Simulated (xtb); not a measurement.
Si(H)(PH2)3 (H7P3Si), SMILES P[SiH](P)P. All values are semi-empirical tight-binding results from xtb (GFN2-xTB unless named), good for trends rather than for accurate numbers. Coordinates come from a GFN2-xTB optimisation. The values are those of a single conformer.

Optimised geometry:

Bond lengths (Å): Si1–P2 2.268, Si1–P3 2.262, Si1–P4 2.267, Si1–H5 1.476, P2–H6 1.386, P2–H7 1.385, P3–H8 1.382, P3–H9 1.384, P4–H10 1.384, P4–H11 1.383. Bond angles (°): P2–Si1–P3 113.1, P2–Si1–P4 112.2, P2–Si1–H5 104.9, P3–Si1–P4 108.4, P3–Si1–H5 105.3, P4–Si1–H5 112.8, Si1–P2–H6 94.8, Si1–P2–H7 94.9, H6–P2–H7 92.1, Si1–P3–H8 93.7, Si1–P3–H9 95.1, H8–P3–H9 92.4, Si1–P4–H10 93.5, Si1–P4–H11 94.2, H10–P4–H11 92.7.
Charge 0, spin multiplicity 1.

Q: Estimate the properties. (An estimate is asked for; the answer gives what the named calculation found.)

A: 
| Quantity | Result |
|---|---|
| orbital gap | 4.11 eV |
| zero-point energy | 38.2 kcal/mol |
| G − E(el) at 298.15 K (modified RRHO) | 15.9 kcal/mol |
| static polarisability (D4 model) | 107.1 bohr³ |
| solvation energy, GFN2-xTB/ALPB(water) | 0.6 kcal/mol |
| solvation energy, GFN2-xTB/ALPB(thf) | -7.4 kcal/mol |

Q: Give the atomic charges and the Wiberg bond orders between heavy atoms. (Estimate from the structure and the level; the computed values follow.)

A: charges (e) Si1 0.47, P2 -0.22, P3 -0.25, P4 -0.21, H5 -0.05, H6 0.05, H7 0.04, H8 0.04, H9 0.05, H10 0.03, H11 0.05. Bond orders Si1–P2 0.94, Si1–P3 0.91, Si1–P4 0.93.
